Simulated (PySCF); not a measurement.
**As (arsenic, neutral) across methods**

[Ar] 3d10 4s2 4p3, high-spin 4S determinant. Computed with PySCF 2.14 in x2c-TZVPPall with one added diffuse shell each of s, p, d type (7s6p5d1f, 57 functions), with the spin-free X2C one-electron Hamiltonian (Gaussian nucleus).

| method | E (hartree) | mean ε 4s α (eV) | mean ε 4s β (eV) | mean ε 4p α (eV) | Σ⟨r²⟩ (bohr²) | ⟨S²⟩ |
| --- | --- | --- | --- | --- | --- | --- |
| UHF | -2259.01052 | -22.699 | -15.714 | -10.044 | 40.98 | 3.751 |
| LDA | -2257.263 | -15.380 | -13.369 | -5.983 | 40.80 | 3.750 |
| wB97X | -2260.753 | -20.070 | -16.827 | -9.228 | 40.36 | 3.750 |
| PBE | -2260.391 | -15.228 | -12.941 | -5.931 | 40.84 | 3.751 |
| r2SCAN | -2260.686 | -16.055 | -13.014 | -6.333 | 40.47 | 3.751 |
| PBE0 | -2260.432 | -17.286 | -13.945 | -7.108 | 40.60 | 3.751 |
| BHandHLYP | -2260.675 | -19.093 | -15.150 | -7.966 | 40.63 | 3.750 |
| PBEsol | -2258.761 | -15.238 | -12.934 | -5.920 | 40.75 | 3.751 |
| HSE06 | -2260.429 | -16.845 | -13.700 | -6.686 | 40.66 | 3.751 |
